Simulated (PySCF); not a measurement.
**Molecular orbitals of BeF⁺**

BLYP at R = 1.365 Å; basis Be cc-pVDZ, F cc-pVDZ; no relativity; PySCF 2.14. State: ¹Σ⁺ (singlet), closed shell. Only the outer orbitals are listed, counted within each symmetry.

```
orbital  occ.  ε (eV)  on Be (%)   main shells (%)
     3σ     2  -36.34         10            88 F s
     4σ     2  -18.32         13            81 F p
     1π     2  -17.10         13   87 F p, 10 Be p
     1π     2  -17.10         13   87 F p, 10 Be p
     5σ     0  -12.43         98  71 Be s, 27 Be p
     2π     0   -8.32         92    90 Be p, 8 F p
     2π     0   -8.32         92    90 Be p, 8 F p
```

Problem. Which are the highest filled and the lowest empty level, where do they sit, and how wide is the gap?

Solution. Highest filled 1π at -17.10 eV (in %: 87 F p, 10 Be p); lowest empty 5σ at -12.43 eV (in %: 71 Be s, 27 Be p); the gap at BLYP is 4.67 eV.

```
bond order (Mayer)                                                                                                : 1.64
⟨S²⟩                                                                                                              : 0.000
charge on Be (Mulliken, basis-dependent)                                                                          : 1.02
charge on Be (Löwdin, basis-dependent)                                                                            : 1.10
dipole moment (positive dipole points towards F; it is taken about the centre of mass and depends on that origin) : -7.60 D
```
